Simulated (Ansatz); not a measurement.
`B[SiH](C)C` + `BNC(=C)C` → `BN[SiH](C)C` + `BC(=C)C`  (redistribution)

Computed with Ansatz on PBE0-D4/def2-TZVP structures; ΔE is electronic, products minus reactants. CCSD(T)/CBS is the MP2 limit (def2-TZVPP, def2-QZVPP) plus CCSD(T) − MP2 in def2-TZVPP, frozen cores. Functionals use def2-TZVPP. Each species was taken in one conformer, which may not be the lowest.

**Question.** Is it downhill or uphill in electronic energy at CCSD(T)/CBS, and by how much? (An estimate is asked.)

**Answer.** The calculation gave: Downhill: ΔE = -1.39 eV.

**Question.** What do these levels give: PBE-D4, PBE0-D4, ωB97X-V, ωB97M-V, PBE, MP2/def2-TZVPP, SCS-MP2/def2-TZVPP, CCSD(T)/def2-TZVPP, MP2/def2-QZVPP, SCS-MP2/def2-QZVPP, HF/CBS(def2), CCSD/CBS(def2)? (Best estimate.)

**Answer.** Ansatz gave: PBE-D4 -1.17, PBE0-D4 -1.23, ωB97X-V -1.31, ωB97M-V -1.40, PBE -1.16, MP2/def2-TZVPP -1.46, SCS-MP2/def2-TZVPP -1.45, CCSD(T)/def2-TZVPP -1.37, MP2/def2-QZVPP -1.47, SCS-MP2/def2-QZVPP -1.47, HF/CBS(def2) -1.48, CCSD/CBS(def2) -1.39 eV.

Largest T1 diagnostic among the species: 0.013.

From PBE to PBE0 (25 % exact exchange), in def2-TZVPP and without D4, ΔE moves by −0.06 eV.
